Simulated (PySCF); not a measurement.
C6H10FO3S (charge -1).
Geometry (GFN2-xTB, Å), atoms numbered from 1 in this order:
```
atom  x, y, z in Å
O1     3.0778   -1.4736    0.4017
S2     2.5882   -0.1910   -0.0975
O3     3.2660    0.9657    0.4798
O4     2.4532   -0.1357   -1.5513
C5     0.8506   -0.0840    0.5193
C6     0.1333   -1.2693   -0.0781
C7    -1.3780   -1.1839    0.1314
C8    -1.9140    0.1344   -0.4223
C9    -1.1972    1.3048    0.2401
F10   -1.7157    2.4967   -0.2724
C11    0.3041    1.2265    0.0058
H12    0.8967   -0.1218    1.6066
H13    0.3730   -1.2767   -1.1438
H14    0.5404   -2.1835    0.3555
H15   -1.6028   -1.2432    1.2005
H16   -1.8802   -2.0191   -0.3640
H17   -2.9923    0.2181   -0.2541
H18   -1.7302    0.1841   -1.4975
H19   -1.4253    1.3390    1.3152
H20    0.5208    1.2736   -1.0640
H21    0.8229    2.0560    0.4885
```

NICS is the negative of the GIAO shielding at a point without a nucleus: at the ring centre (0) and 1 Å above and below it (1); zz is the component along the ring normal. Level: GIAO PBE0/pcSseg-1 (PySCF, non-relativistic, gas phase) on the GFN2-xTB geometry, one conformer.

Ring bond lengths (Å), with Mayer bond orders in brackets: C5–C6 1.509 (0.97), C6–C7 1.528 (1.03), C7–C8 1.527 (1.02), C8–C9 1.524 (1.02), C9–C11 1.521 (1.03), C11–C5 1.510 (0.96).

Question: What do the NICS probes read (ppm)?

Answer: 
| ring | type | NICS(0) | NICS(1), two faces | NICS(1)zz, two faces | rms pucker (Å) | centre to ring atoms, mean (Å) |
| --- | --- | --- | --- | --- | --- | --- |
| C5–C6–C7–C8–C9–C11 | 6-membered carbocycle; formal bonds all single | -4.8 | -2.9 / -4.3 | 3.2 / -0.1 | 0.23 | 1.46 |

Question: What can be read from them?

Answer: 
- C5–C6–C7–C8–C9–C11: mean NICS(1)zz 1.6 ppm, near zero. C5, C6, C7, C8, C9, C11 have four or more neighbours; no verdict on aromaticity is drawn. The two faces differ by 3.3 ppm, so no symmetry operation interchanges them.

Question: What is the mean of the two in-plane components of NICS at the second NICS(1) probe listed for ring C5–C6–C7–C8–C9–C11, 1 Å off the ring?

Answer: The isotropic value is a third of the trace: (3 × -4.3 − (-0.1))/2 = -6.4 ppm.

Question: List the ring angles and the Hirshfeld charges of the ring atoms.

Answer: 
- C5–C6–C7–C8–C9–C11: C5 112.0° (-0.059 e), C6 111.8° (-0.087 e), C7 110.2° (-0.072 e), C8 109.9° (-0.086 e), C9 111.0° (+0.059 e), C11 110.5° (-0.097 e); sum 665.4° against 720° for a flat convex ring.
